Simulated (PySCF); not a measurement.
F₅Re, neutral, multiplicity 3. Atoms are numbered in the order given.

```xyz
6

Re     0.0000     0.0000     0.0000
F      1.8175     0.0000     0.0000
F      0.0000     0.0000     1.8933
F      0.0000     0.0000    -1.8933
F     -0.9087    -1.5740     0.0000
F     -0.9087     1.5740     0.0000
```
Charge 0, spin multiplicity 3.

Geometry optimised at PBE0-D3(BJ)/def2-SVP. The spin state was assumed, not searched. The def2 effective core potentials stand for the cores of Re; spin–orbit coupling is left out.

Computed with PBE0/def2-TZVP (PySCF).

Estimate the frontier levels, dipole moment and polarisability. (Estimate from the structure and the level; the computed values follow.)


```
Quantity                                                                                                         Value
---------------------------------------------------------------------------------------------  -----------------------
α spin, highest occupied and lowest empty level                                                     -8.34 and -4.19 eV
β spin, highest occupied and lowest empty level                                                    -11.73 and -3.84 eV
dipole moment                                                                                                   0.00 D
quadrupole, principal values (traceless, Buckingham form, about the centre of nuclear charge)    -8.88, 4.44, 4.44 D·Å
mean static polarisability                                                                        38.5 bohr³ (5.70 Å³)
polarisability, principal values                                                                36.0, 36.0, 43.4 bohr³
⟨S²⟩                                                                                           2.007 (pure state 2.00)
```
